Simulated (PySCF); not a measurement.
Mg(NH2)(GeH3) (GeH5MgN), SMILES [NH2][Mg][GeH3].

Coordinates come from a PBE0-D3(BJ)/def2-SVP optimisation. Other conformers were not sampled.

All values below come from TDA-PBE0/def2-SVPD (PySCF).

Vertical excitations. The molecule is in vacuum.

```json
[
 {"state": "S1", "energy (eV)": "4.27", "λ (nm)": "290", "f": "0.049", "main pairs": "HOMO→LUMO 98 %"},
 {"state": "S2", "energy (eV)": "4.47", "λ (nm)": "278", "f": "0.000", "main pairs": "HOMO→LUMO+1 99 %"},
 {"state": "S3", "energy (eV)": "5.12", "λ (nm)": "242", "f": "0.000", "main pairs": "HOMO→LUMO+2 84 %, HOMO−1→LUMO 14 %"},
 {"state": "S4", "energy (eV)": "5.45", "λ (nm)": "227", "f": "0.128", "main pairs": "HOMO−1→LUMO+1 97 %"},
 {"state": "S5", "energy (eV)": "5.58", "λ (nm)": "222", "f": "0.580", "main pairs": "HOMO−1→LUMO 82 %, HOMO→LUMO+2 13 %"},
 {"state": "S6", "energy (eV)": "5.73", "λ (nm)": "216", "f": "0.101", "main pairs": "HOMO−1→LUMO+2 84 %"},
 {"state": "S7", "energy (eV)": "5.78", "λ (nm)": "214", "f": "0.065", "main pairs": "HOMO→LUMO+3 82 %"},
 {"state": "S8", "energy (eV)": "6.60", "λ (nm)": "188", "f": "0.000", "main pairs": "HOMO→LUMO+4 97 %"},
 {"state": "S9", "energy (eV)": "6.69", "λ (nm)": "185", "f": "0.005", "main pairs": "HOMO−1→LUMO+3 95 %"},
 {"state": "S10", "energy (eV)": "6.76", "λ (nm)": "183", "f": "0.010", "main pairs": "HOMO→LUMO+5 97 %"},
 {"state": "T1", "energy (eV)": "3.92", "λ (nm)": "316", "f": "0", "main pairs": "HOMO→LUMO 95 %"},
 {"state": "T2", "energy (eV)": "4.43", "λ (nm)": "280", "f": "0", "main pairs": "HOMO→LUMO+1 98 %"},
 {"state": "T3", "energy (eV)": "4.44", "λ (nm)": "279", "f": "0", "main pairs": "HOMO→LUMO+2 88 %"},
 {"state": "T4", "energy (eV)": "4.50", "λ (nm)": "276", "f": "0", "main pairs": "HOMO−1→LUMO+1 93 %"}
]
```
Triplets are in the Tamm–Dancoff approximation.
